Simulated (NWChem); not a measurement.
# SnH4O; SMILES [SnH3][OH]

Program: NWChem. Coordinates come from a PBE-D3(BJ)/def2-SVP optimisation. def2 effective core potentials on Sn; no spin-orbit coupling. Ions are spin-unrestricted doublets at the neutral geometry; other ion states weren't tried. Functional: LC-ωPBE (HJS hole) with def2-SVP; rows give the range parameter ω in 1/bohr.

For range parameter (1/bohr) 0.30:

* **−ε(HOMO) (eV)**: 9.95

Problem. Estimate the same quantities for range parameter (1/bohr) 0.35.

Solution. The −ε(HOMO) (eV) is 10.36.
